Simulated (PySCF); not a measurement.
Species: C₇H₁₄AlNS.
Cartesian coordinates in Å at the PBE0-D3(BJ)/def2-SVP level; atoms count from 1:
```xyz
24
C7H14AlNS angstrom
C     -1.4714    0.9727   -1.0488
N     -1.4885   -0.1800   -0.1386
C     -1.3485    0.2468    1.2599
C     -2.7355   -0.9375   -0.3104
Al     0.0482   -1.4718   -0.6256
C      1.7233   -0.4200   -0.4041
C      2.0313    0.8714   -0.0096
C      3.4202    1.1861   -0.0132
C      4.1899    0.1258   -0.4133
S      3.2073   -1.2317   -0.7772
H     -0.5215    1.5127   -0.9497
H     -2.3079    1.6580   -0.8262
H     -1.5584    0.6172   -2.0843
H     -2.1796    0.9132    1.5497
H     -1.3478   -0.6387    1.9095
H     -0.3950    0.7723    1.3963
H     -3.6091   -0.3094   -0.0637
H     -2.7208   -1.8175    0.3468
H     -2.8136   -1.2797   -1.3512
H     -0.2139   -2.6100    0.4773
H     -0.3612   -1.8056   -2.1427
H      1.2805    1.6092    0.2857
H      3.8306    2.1574    0.2689
H      5.2740    0.0774   -0.5114
```

Definitions: NICS(0) = −σiso at the ring centroid; NICS(1) = −σiso and NICS(1)zz = −σzz at ±1 Å along the ring normal z. Level: GIAO KT2/pcSseg-1 (PySCF, non-relativistic, gas phase) on the PBE0-D3(BJ)/def2-SVP geometry, one conformer.

Ring bond lengths (Å): C6–C7 1.385, C7–C8 1.424, C8–C9 1.370, C9–S10 1.715, S10–C6 1.732.

Problem. Give the NICS values of each ring in ppm.

Solution. 
```json
{"ring": "C6–C7–C8–C9–S10", "type": "5-membered ring with S; formal bonds all aromatic", "NICS(0)": "-13.7", "NICS(1), two faces": "-12.2 / -12.2", "NICS(1)zz, two faces": "-29.8 / -29.8", "rms pucker (Å)": "0.00", "centre to ring atoms, mean (Å)": "1.29"}
```

Problem. What can be read from them?

Solution. 
- C6–C7–C8–C9–S10: mean NICS(1)zz -29.8 ppm, shielded, aromatic by this magnetic criterion (flat ring, no four-coordinate atom).

Problem. And the bond-length index? HOMA = 1 − mean of α(R − Ropt)² over the ring bonds, with Krygowski's 1993 parameters (CC: Ropt 1.388 Å, α 257.7 Å⁻²; CS: Ropt 1.677 Å, α 94.09 Å⁻²).

Solution. 
- C6–C7–C8–C9–S10: HOMA 0.83; the largest term is that of C7–C8, α(R − Ropt)² = 0.33. The geometric and the magnetic index point the same way.

Problem. What is the mean of the two in-plane components of NICS at the second NICS(1) probe listed for ring C6–C7–C8–C9–S10, 1 Å off the ring?

Solution. The isotropic value is a third of the trace: (3 × -12.2 − (-29.8))/2 = -3.4 ppm.

Problem. How shielded are the nuclei of the rings and their hydrogens (means over atoms taken as equivalent)?

Solution. 
```tsv
atoms	environment	σ isotropic (ppm)
C6	substituted aromatic carbon	44.9
C7	aromatic CH carbon	58.9
C8	aromatic CH carbon	62.7
C9	aromatic CH next to a ring sulfur	57.4
S10	thiophene-type sulfur	264.4
H22	aromatic hydrogen	24.20
H23	aromatic hydrogen	24.10
H24	aromatic hydrogen	23.86
```

Problem. How do the values depend on the level or the medium?

Solution. 
| level | NICS(0), C6–C7–C8–C9–S10 | mean NICS(1)zz, C6–C7–C8–C9–S10 |
| --- | --- | --- |
| KT2/pcSseg-1, gas | -13.7 | -29.8 |
| PBE0/pcSseg-1, gas | -13.1 | -29.4 |

The geometry is the same throughout.
